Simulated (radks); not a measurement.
Ar II, configuration [He] 2s2 2p4 3s2 3p5 4s2 (not the ground configuration). Method: Dirac Kohn-Sham, revPBE, spin-unpolarised, spherical densities, point nucleus; open shells fill j = l - 1/2 first; computed with a radial shooting solver on a logarithmic mesh with Libxc functionals. Some entries of the table are withheld. Estimate them.

| orbital | occ. | eigenvalue (eV) | <r^2> (bohr^2) | <1/r> (bohr^-1) |
|---|---|---|---|---|
| 1s1/2 | 2 | -3239.663 | (1) | 17.71 |
| 2s1/2 | 2 | -377.9003 | 0.1871 | 3.713 |
| 2p1/2 | 2 | (2) | (3) | 3.640 |
| 2p3/2 | 2 | (4) | (5) | 3.610 |
| 3s1/2 | 2 | -56.9275 | 1.645 | 1.174 |
| 3p1/2 | 2 | (6) | 1.865 | 1.082 |
| 3p3/2 | 3 | (7) | 1.881 | 1.076 |
| 3d3/2 | 0 | -16.3665 | 2.691 | 0.8713 |
| 3d5/2 | 0 | -16.3337 | 2.699 | 0.8700 |
| 4s1/2 | 2 | -10.4626 | 13.22 | 0.3814 |
| 4p1/2 | 0 | -7.2960 | 17.94 | 0.3257 |
| 4p3/2 | 0 | -7.2641 | 18.06 | 0.3246 |

Answer. 
(1) 1s1/2 <r^2> (bohr^2): 0.009855
(2) 2p1/2 eigenvalue (eV): -317.9825
(3) 2p1/2 <r^2> (bohr^2): 0.1545
(4) 2p3/2 eigenvalue (eV): -315.4744
(5) 2p3/2 <r^2> (bohr^2): 0.1562
(6) 3p1/2 eigenvalue (eV): -40.8165
(7) 3p3/2 eigenvalue (eV): -40.5013
